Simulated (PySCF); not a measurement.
Lowest triplet excitation (TDA) (eV) of eight silicon and germanium compounds: TDDFT-PBE beside TDDFT-M06-2X, computed with PySCF for isolated molecules in the bases named; differences from unrounded values. The eight are the first of their class met in an unordered collection, after screening for sound electronic states; none was chosen by its value. Each molecule has one DFT geometry for both levels.

```tsv
molecule	basis	TDDFT-M06-2X	TDDFT-PBE	difference
C₃H₆OSi₂, SMILES O=C[Si@H]1C=C[SiH2]1	def2-SVPD	2.41	2.29	-0.12
C3H8Ge, SMILES C=[CH][GeH2][CH3]	def2-SVPD	4.68	4.39	-0.29
CH3FO3Si, SMILES O=CO[Si@@H](O)F	def2-SVPD	5.23	4.99	-0.24
ClGeH₅OSi, SMILES [SiH2](Cl)[O][GeH3]	def2-SVPD	6.97	5.78	-1.19
H7NSSi2, SMILES [SiH2](N)S[SiH3]	def2-SVPD	5.74	4.98	-0.76
FH7OSi3, SMILES [SiH2]([SiH3])[Si@H](F)O	def2-SVPD	5.83	5.22	-0.61
C2H5FN2Si, SMILES N[Si@@H]1C=N[C@@H]1F	def2-SVPD	3.26	3.05	-0.21
Si(Me)(OH)2(SH) (CH6O2SSi), SMILES C[Si](O)(O)S	def2-SVPD	5.76	5.18	-0.58
```

TDDFT-PBE lies below TDDFT-M06-2X in 8 and above it in 0 of the eight; the mean signed difference is -0.50 and the largest -1.19 eV.
